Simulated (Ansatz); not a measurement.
Relaxation of C₂H₁₁NSSi₂ (17 atoms, charge 0, multiplicity 1), to a largest force component of 0.015 eV/Å in at most 40 steps.

Method: Ansatz, RHF/def2-SVP.

```xyz
17
Properties=species:S:1:pos:R:3:forces:R:3
C -1.043 0.148 -2.404 -3.03 2.64 -1.29
Si 0.322 -0.512 -1.463 1.63 -0.59 0.81
Si 0.134 0.179 0.748 2.93 0.63 0.40
C 1.727 -0.393 1.681 -4.91 -1.19 2.38
N -1.262 -0.355 1.506 -1.64 0.75 0.37
S 0.037 2.322 0.887 -0.01 0.64 -0.25
H -1.045 1.289 -2.411 0.23 -1.42 0.16
H -1.022 -0.119 -3.465 -0.20 -0.26 0.17
H -2.048 -0.108 -1.956 1.07 -0.04 -0.63
H 1.623 -0.074 -2.027 0.07 -0.09 -0.07
H 0.258 -1.996 -1.480 0.12 -0.13 0.04
H 1.643 -0.076 2.748 0.26 -0.07 -0.80
H 2.528 0.015 1.233 3.36 1.24 -1.62
H 1.699 -1.485 1.698 0.58 -0.07 -0.18
H -2.074 0.090 1.107 -0.06 -0.02 0.39
H -1.393 -1.315 1.420 -0.41 -1.90 0.23
H -0.104 2.392 2.219 0.01 -0.12 -0.12
```

**Question.** Where does it end, and by what steps?

**Answer.** It converged. After 31 steps the energy has fallen by 0.766 eV; H16 moved furthest, 1.13 Å.

```tsv
step	energy less start (eV)	largest force component (eV/Å)	accepted
0	0.0000	4.905	yes
2	-0.6746	0.562	yes
4	-0.7261	0.769	yes
6	-0.7316	0.338	no
8	-0.7394	0.095	no
10	-0.7425	0.083	yes
12	-0.7437	0.029	yes
14	-0.7440	0.015	yes
16	-0.7445	0.075	yes
18	-0.7455	0.187	yes
20	-0.7438	0.155	no
22	-0.7504	0.156	yes
24	-0.7553	0.163	yes
26	-0.7579	0.687	no
28	-0.7646	0.058	yes
30	-0.7649	0.098	no
31	-0.7661	0.014	yes
```

```xyz
17
Properties=species:S:1:pos:R:3
C -1.159 0.188 -2.528
Si 0.368 -0.381 -1.564
Si 0.198 0.140 0.741
C 1.614 -0.534 1.783
N -1.259 -0.530 1.387
S 0.247 2.329 0.777
H -1.302 1.266 -2.426
H -1.055 -0.042 -3.590
H -2.060 -0.311 -2.164
H 1.588 0.259 -2.126
H 0.533 -1.853 -1.701
H 1.505 -0.234 2.829
H 2.573 -0.153 1.428
H 1.636 -1.625 1.744
H -2.150 -0.304 0.990
H -1.343 -0.702 2.371
H 0.048 2.488 2.089
```

Whether the end is a true minimum wasn't checked by a vibrational analysis.

The run took 4.9 min on 2 threads of Intel(R) Xeon(R) Processor @ 2.50GHz (Skylake/Cascade Lake), on a shared host, peak memory 0.45 GiB.
